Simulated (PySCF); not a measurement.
# Fractional electron number in Al²⁺ (aluminium, charge +2)

The 3s alpha orbital of [Ne] 3s1 is emptied in steps (occupation f), with all orbitals relaxed, ending at [Ne]. All numbers are calculated (PySCF 2.14, the non-relativistic Hamiltonian (point nucleus), in def2-TZVPPD (6s5p4d1f, 48 functions)). The exact energy is a straight line in f; departures are measured from the line between the end points of the same method.

Q: Among UHF, LDA, PBE, PBE0, r2SCAN, LC-wPBE, BHandHLYP, MN15, TPSS, which shows the largest delocalisation error (convex curve), and which is closest to linear?

A: Most convex: PBE (-1.071 eV at f = 0.5); closest to linear: UHF (0.005 eV).

| f | UHF (eV) | LDA (eV) | PBE (eV) | PBE0 (eV) | r2SCAN (eV) | LC-wPBE (eV) | BHandHLYP (eV) | MN15 (eV) | TPSS (eV) |
| --- | --- | --- | --- | --- | --- | --- | --- | --- | --- |
| 1 | 0.000 | 0.000 | 0.000 | 0.000 | 0.000 | 0.000 | 0.000 | 0.000 | 0.000 |
| 0.75 | 0.004 | -0.775 | -0.807 | -0.594 | -0.667 | -0.080 | -0.440 | -0.461 | -0.756 |
| 0.5 | 0.005 | -1.003 | -1.071 | -0.786 | -0.833 | -0.111 | -0.591 | -0.620 | -1.007 |
| 0.25 | 0.004 | -0.712 | -0.799 | -0.585 | -0.555 | -0.098 | -0.453 | -0.443 | -0.771 |
| 0 | 0.000 | 0.000 | 0.000 | 0.000 | 0.000 | 0.000 | 0.000 | 0.000 | 0.000 |

| method | E(f=0) − E(f=1) (eV) | −ε at f=1 (eV) | −ε at f=0.5 (eV) |
| --- | --- | --- | --- |
| UHF | 28.021 | 28.041 | 28.021 |
| LDA | 28.780 | 24.566 | 28.935 |
| PBE | 28.779 | 24.457 | 28.797 |
| PBE0 | 28.648 | 25.460 | 28.670 |
| r2SCAN | 28.351 | 24.657 | 28.613 |
| LC-wPBE | 28.616 | 28.177 | 28.575 |
| BHandHLYP | 28.776 | 26.435 | 28.748 |
| MN15 | 27.990 | 25.540 | 27.987 |
| TPSS | 28.472 | 24.404 | 28.449 |

As f goes to zero the orbital energy of a semilocal functional can turn back, because the density of that orbital vanishes from the exchange-correlation potential.

Reference removal energy between the ground levels: 28.448 eV (measured; NIST Atomic Spectra Database, ionization energies). UHF lacks correlation.
